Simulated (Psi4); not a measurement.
Pair of molecules, SMILES [GaH3] with SMILES P (the first has 4 atoms); geometry from B3LYP-D3(BJ)/def2-TZVP, rigid monomers moved along the line of their centres of mass till Ga1···P5 is 2.31 Å.
(charge 0, multiplicity 1):
```xyz
8

Ga    -0.4614     0.4894     0.7103
H     -1.5394     1.4970     1.2656
H     -0.9507    -0.7987    -0.0558
H      1.0039     1.0125     0.4553
P     -0.0163    -0.5542     2.7265
H      0.9362    -1.5913     2.7701
H      0.4734     0.2121     3.8024
H     -1.0592    -1.2118     3.4080
```

Computed with SAPT0/aug-cc-pVDZ (Psi4).

Q: Give the four SAPT terms and the total, and say what mostly holds the pair together.

A: electrostatics -3245.6, exchange 4563.3, induction -1420.9, dispersion -557.8, total -660.9 meV; the largest attraction is electrostatics.
